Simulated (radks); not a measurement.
The numbers below are computed, except where a source is named.
Effect of the nuclear size on the arsenic ion As2+, [Ar] 3d10 4s2 4p1. Level of theory: Dirac Kohn-Sham, exchange-only LDA, spin-unpolarised, spherical densities, finite nucleus; open shells are shared between the two j in proportion to 2j + 1; Fermi nuclear charge, rms radius 4.0968 fm (a radial shooting solver on a logarithmic mesh with Libxc functionals). The rms radius is varied about that value; shifts are against it.

rms radius (fm),total energy shift (eV),density at nucleus (e/bohr^3),1s1/2 shift (meV),2s1/2 shift (meV),3p1/2 shift (meV),4s1/2 shift (meV)
3.4126,-0.121,3.583e+04,-51.5,-5.05,0.084,-0.069
3.851,-0.0459,3.554e+04,-19.5,-1.91,0.032,-0.026
4.0968,0,3.539e+04,0.000,0.000,0.000,0.000
4.4532,0.0712,3.519e+04,30.3,2.97,-0.049,0.041
4.7113,0.126,3.506e+04,53.7,5.27,-0.087,0.072

Slopes of the eigenvalues against <r^2> in GHz/fm^2, as finite differences over the two radii next to the reference (eigenvalue slopes, not the field-shift constants of lines): 1s1/2 2410, 2s1/2 236, 3p1/2 -3.92, 4s1/2 3.22.
